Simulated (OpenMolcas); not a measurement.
## C: CASPT2 settings compared

| Item | Value |
| --- | --- |
| Program | OpenMolcas 26.06 |
| Basis | ANO-L-VDZP [3s2p1d] |
| Scalar Hamiltonian | non-relativistic, point nucleus |
| Active space | 4 electrons in 4 orbitals (2s 2p) |
| State averaging | 2S+1 = 3 even, 3 roots; 2S+1 = 1 even, 6 roots kept (CI in the orbitals of an earlier block); 2S+1 = 5 odd, 1 root |
| Spin-orbit coupling | RASSI with atomic mean-field integrals over the reference wave functions, term energies averaged over their components |

Methods on the same reference wave functions:
A. CASSCF
B. SS-CASPT2, IPEA 0.2 Eh, sigma2 regulariser 0.1 Eh (closed shells correlated: 1s)
C. SS-CASPT2, IPEA 0.3 Eh, real shift 0.1 Eh (closed shells correlated: 1s)
D. SS-CASPT2, IPEA 0.15 Eh, no level shift (closed shells correlated: none)

Energies in cm-1 above 2s2 2p2 3P0, the measured ground level; measured values from NIST Handbook of Basic Atomic Spectroscopic Data.

| Level | A | B | C | D | Measured |
| --- | --- | --- | --- | --- | --- |
| 2s2 2p2 3P0 | 0.0 | 0.0 | 0.0 | 0.0 | 0.0 |
| 2s2 2p2 3P1 | 15.7 | 15.7 | 15.7 | 15.7 | 16.4 |
| 2s2 2p2 3P2 | 46.8 | 46.8 | 46.8 | 46.8 | 43.4 |
| 2s2 2p2 1D2 | 12874 | 11330 | 11160 | 11440 | 10193 |
| 2s2 2p2 1S0 | 21668 | 21430 | 21410 | 21470 | 21648 |
| 2s 2p3 5S* 2 | 23810 | 29250 | 29060 | 29390 | 33735 |

Deviations, from unrounded energies. A percentage is the sum of absolute deviations over the sum of measured energies, with the sign that they share, or ± where signs differ.

| Against measurement | Levels | A | B | C | D |
| --- | --- | --- | --- | --- | --- |
| mean absolute deviation (cm-1) | 5 | 2500 | 1200 | 1200 | 1200 |
| fine structure of the ground term (%) | 2 | ±6.9 | ±6.9 | ±6.9 | ±6.9 |
| other terms of the ground configuration (%) | 2 | +8.5 | ±4.3 | ±3.8 | ±4.5 |
| other configurations (%) | 1 | -29.4 | -13.3 | -13.9 | -12.9 |

B, C, D lie about equally close to measurement and A furthest from it. The largest miss of D in the table is 2s 2p3 5S* 2, by -4300 cm-1. The ranking rests on the paired levels alone, and a cruder setting can come out closer through cancelling errors.

Among B to D the level of the table that moves most is 2s 2p3 5S* 2, by 340 cm-1 (lowest in C, highest in D). Moves below CASPT2's spread within the term are not significant.

From A to B the spin-free energies of the other terms of 2s2 2p2 shown, above 3P, scale by factors of 0.88 to 0.99.

The lowest spin-free term lies below A's lowest term by 0.049 hartree in B, 0.046 hartree in C, 0.049 hartree in D.

CASPT2 does not keep the components of a term degenerate, so their means are used; among the terms shown or strongly mixed into the levels shown the widest spread is 21 cm-1 (2s2 2p2 1D, C). Terms from blocks run as CI alone lack orbitals of their own. Without dynamic correlation excited terms often stand tens of per cent too high (terms of higher spin than the ground term too low), and those without a measured partner can miss by more than the paired ones (holds for A). Computed and measured levels are paired by configuration, term and J; levels that our copy of the source lacks, or whose pairing is in doubt (as where it misses far off the trend of its configuration), stay unpaired and out of the deviations. Only configurations of the active space appear.

* marks odd parity.
